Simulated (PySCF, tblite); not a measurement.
Species: C8H14NP.
SMILES: `CC1=PC=CN1C(C)(C)C`

Method: PBE0/pcSseg-1 in PySCF (dipole) on a GFN2-xTB geometry, gas phase.

Masses are those of the commonest isotopes; rigid-rotor values at the optimised geometry. 

(1) Give the principal moments of inertia and the rotational constants in MHz.

(2) Classify the top.

(3) What does the inertial defect say?

(4) Give the other two planar moments, Paa and Pbb, and the rms extents of the mass along the axes.

(5) Give the coordinates in the principal-axis frame, origin at the centre of mass.

(6) Which lines would a microwave search look for?

(7) Estimate the classical rotational partition function at 50 K, 298.15 K and 500 K.

Answers

(1) Ia = 261.28, Ib = 546.26, Ic = 692.16 u·Å²; 505379 MHz·u·Å²/I gives A = 1934, B = 925.2, C = 730.1 MHz.

(2) An asymmetric top; Ray's κ = -0.676.

(3) Not planar: Δ = Ic − Ia − Ib = -115.38 u·Å². For a rigid frame Δ = −2 Σ m c², so Σ m c² = 57.69 u·Å² lies off the ab plane: 19.26 from hydrogen and 38.43 from heavier atoms. The atom farthest from that plane is 2.14 Å away.

(4) Paa = Σ m a² = (Ib + Ic − Ia)/2 = 488.57 and Pbb = Σ m b² = (Ia + Ic − Ib)/2 = 203.59 u·Å². With the mass M = 155.09 u, the rms extents √(P/M) along a, b and c are 1.77, 1.15, 0.61 Å.

(5) The sense of each axis is arbitrary; atoms in the order of the calculation.
| atom | mass (u) | a (Å) | b (Å) | c (Å) |
| --- | --- | --- | --- | --- |
| C1 | 12.000 | 0.528 | -2.192 | -0.011 |
| C2 | 12.000 | 0.784 | -0.719 | -0.010 |
| P3 | 30.974 | 2.406 | -0.123 | 0.009 |
| C4 | 12.000 | 1.764 | 1.506 | -0.019 |
| C5 | 12.000 | 0.406 | 1.504 | -0.039 |
| N6 | 14.003 | -0.164 | 0.266 | -0.048 |
| C7 | 12.000 | -1.623 | 0.075 | 0.008 |
| C8 | 12.000 | -2.017 | -0.319 | 1.438 |
| C9 | 12.000 | -2.358 | 1.376 | -0.345 |
| C10 | 12.000 | -2.076 | -0.986 | -1.006 |
| H11 | 1.008 | 0.193 | -2.544 | -0.986 |
| H12 | 1.008 | 1.472 | -2.688 | 0.209 |
| H13 | 1.008 | -0.195 | -2.502 | 0.742 |
| H14 | 1.008 | 2.361 | 2.399 | -0.018 |
| H15 | 1.008 | -0.200 | 2.388 | -0.051 |
| H16 | 1.008 | -3.096 | -0.431 | 1.506 |
| H17 | 1.008 | -1.555 | -1.254 | 1.737 |
| H18 | 1.008 | -1.702 | 0.454 | 2.136 |
| H19 | 1.008 | -3.426 | 1.173 | -0.389 |
| H20 | 1.008 | -2.044 | 1.751 | -1.317 |
| H21 | 1.008 | -2.207 | 2.145 | 0.407 |
| H22 | 1.008 | -1.924 | -1.994 | -0.639 |
| H23 | 1.008 | -1.538 | -0.864 | -1.943 |
| H24 | 1.008 | -3.138 | -0.869 | -1.207 |

(6) The dipole components are |μa| = 4.30 D, |μb| = 0.04 D, |μc| = 0.04 D. The squared components, which scale the intensities, stand as 1.00 : 0.00 : 0.00 (a : b : c). Some lines, for components of 0.1 D or more:

```tsv
type	branch	J(Ka,Kc)	MHz	lower level (cm⁻¹)
a	Q	2(1,1) ← 2(1,2)	585	0.193
a	Q	5(2,3) ← 5(2,4)	775	0.973
a	Q	3(1,2) ← 3(1,3)	1168	0.348
a	Q	4(1,3) ← 4(1,4)	1935	0.555
a	R	2(1,2) ← 1(1,1)	3116	0.089
a	R	2(0,2) ← 1(0,1)	3285	0.055
a	R	2(1,1) ← 1(1,0)	3506	0.095
a	R	3(1,3) ← 2(1,2)	4658	0.193
a	R	3(0,3) ← 2(0,2)	4866	0.165
a	R	3(1,2) ← 2(1,1)	5241	0.212
a	R	4(3,2) ← 3(3,1)	6667	0.664
a	R	4(3,1) ← 3(3,0)	6679	0.664
a	R	4(2,2) ← 3(2,1)	6834	0.483
a	R	4(1,3) ← 3(1,2)	6953	0.387
a	R	5(1,5) ← 4(1,4)	7697	0.555
a	R	5(2,4) ← 4(2,3)	8220	0.699
a	R	5(4,2) ← 4(4,1)	8333	1.143
a	R	5(4,1) ← 4(4,0)	8335	1.143
a	R	5(1,4) ← 4(1,3)	8629	0.619
a	R	5(2,3) ← 4(2,2)	8636	0.711
```

(7) Point group C1, symmetry number σ = 1; q = (√π/σ)·√((kT/h)³/(ABC)), k/h = 20836.6 MHz/K: 52100 at 50 K, 759000 at 298.15 K, 1650000 at 500 K.

Its GFN2-xTB frequencies are all real (lowest 68 cm⁻¹). No vibrational averaging or centrifugal distortion is included, and the geometry carries the error of its method. A rigid rotor knows nothing of internal rotation, which can split or shift real lines. Quadrupole hyperfine structure (14N) is left out.

Conformer computed: `[CH3:1][c:2]1[p:3][cH:4][cH:5][n:6]1[C:7]([CH3:8])([CH3:9])[CH3:10]`: C5–N6–C7–C8 -102°.
